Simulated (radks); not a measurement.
Results of a calculation; reference values are marked as such.
Ionisation of neutral rhodium, [Kr] 4d8 5s1, to Rh+, [Kr] 4d8, under several functionals. Scalar-relativistic Kohn-Sham, spin-polarised, spherical densities, finite nucleus; open shells are filled with parallel spins first (spin-orbit coupling, left out, can overturn this in heavy ions); a radial shooting solver on a logarithmic mesh with Libxc functionals.

functional                                        E(Rh) (hartree)  Exc (hartree)  IE (eV)  -e(HOMO) (eV)  <r> HOMO (bohr)  IE error (eV)
exchange-only r2SCAN                                  -4782.39965     -136.65966    7.031          3.700            1.595         -0.428
exchange-only PBE                                     -4781.75895     -136.17279    7.412          4.039            1.617         -0.047
B86b exchange with PBE correlation                    -4784.68530     -139.16341    7.874          4.782            3.234         +0.415
MS2 meta-GGA                                          -4784.01201     -138.39335    7.702          4.715            3.251         +0.243
LDA (Slater exchange, VWN5 correlation)               -4779.46999     -133.88733    8.130          4.987            3.197         +0.671
r2SCAN                                                -4784.73656     -139.03677    7.740          4.831            1.590         +0.282
HCTH/407                                              -4787.16635     -141.83765    7.762          4.750            3.193         +0.303
LDA (Slater exchange, Perdew-Zunger correlation)      -4779.44794     -133.86401    8.108          4.961            3.200         +0.649
XLYP                                                  -4785.10584     -139.57255    7.856          4.658            3.248         +0.397
OLYP                                                  -4785.99736     -140.59304    7.466          4.393            3.255         +0.008

NIST Atomic Spectra Database: 7.459 eV (measured). Closest: OLYP. The Delta-SCF values span 1.10 eV, the total energies 7.72 hartree. The highest occupied level is 4d. Open shells are spherical and high-spin; term and fine-structure splittings are not resolved.
